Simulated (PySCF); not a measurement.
A GIAO shielding run with PySCF (density fitting, non-relativistic, gas phase) on `InChI=1S/C3H10O3SSi/c1-7(4)3-6-8(2)5/h5,8H,3H2,1-2H3/t7-,8+/m1/s1`:

```
$ OMP_NUM_THREADS=1 python probes_run.py task.json out

{"job": {"kind": "nmr", "xc": "PBE0", "basis": "pcSseg-1"}, "charge": 0, "multiplicity": 1}
C     -2.605623     2.047715    -0.385699
Si    -1.673254     0.521990     0.201180
O     -1.920306    -0.691703    -0.830102
O     -0.099332     1.041936     0.231926
C      0.986897     0.306960     0.608975
S      1.443307    -0.929751    -0.726707
C      2.904149    -1.598876     0.179137
O      0.418373    -1.989126    -0.634998
H     -2.290946     2.358726    -1.376146
H     -3.665398     1.827160    -0.427800
H     -2.464820     2.883595     0.289555
H     -2.004183     0.107770     1.571070
H     -1.231979    -1.376659    -0.901173
H      1.849535     0.967294     0.732465
H      0.804848    -0.273799     1.519732
H      3.272240    -2.450497    -0.382957
H      2.603298    -1.917846     1.170545
H      3.664435    -0.828572     0.229374
```

Hardware: 1 thread of an Arm Neoverse V1, shared host. The job also computes population analyses, field gradients.

Question: How large is the calculation?

Answer: 82 electrons, 200 basis functions and 1086 auxiliary functions.

Question: How long does it take, and how much memory does it need?

Answer: 52 s of wall time, with 15 SCF cycles and 5 response iterations; peak memory 0.9 GiB. Times on a shared host scatter by some tens of per cent.
